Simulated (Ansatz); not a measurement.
Calculated with Ansatz (gas phase, PBE0-D4/def2-TZVP geometries, no zero-point term in ΔE). CBS: MP2 limit from def2 TZ/QZ plus the TZ coupled-cluster correction, frozen cores. DFT in def2-TZVPP. Each species was taken in one conformer, which may not be the lowest.

`BN([SiH2][SiH3])[SiH2]Cl` + `N[SiH2]F` → `F[SiH2]N[SiH2][SiH3]` + `BN[SiH2]Cl`  (ligand exchange at the Si–N bond)

```csv
level,ΔE (kcal/mol)
PBE-D4,-2.2
ωB97M-V,-2.0
SCS-MP2/def2-TZVPP,-2.1
HF/CBS(def2),-4.8
```

(1) What does CCSD(T)/CBS give? (Estimate.)

Largest T1 diagnostic among the species: 0.012.

Answers

(1) Computed: -1.9 kcal/mol. The listed levels differ from it by -0.3, -0.1, -0.2, -2.9 kcal/mol.

The D4 term adds +2.5 kcal/mol with B3LYP and +1.4 kcal/mol with PBE0; it sums over pairs of atoms, weighted by their polarisabilities, and B3LYP, whose exchange is more repulsive, gets the larger term. In def2-TZVPP, CCSD(T) changes the Hartree–Fock value by +2.8 kcal/mol (the triples alone add +0.5 kcal/mol) and MP2 by +3.4 kcal/mol.

B3LYP here is the variant with VWN-RPA as its local correlation; programs differ in this.
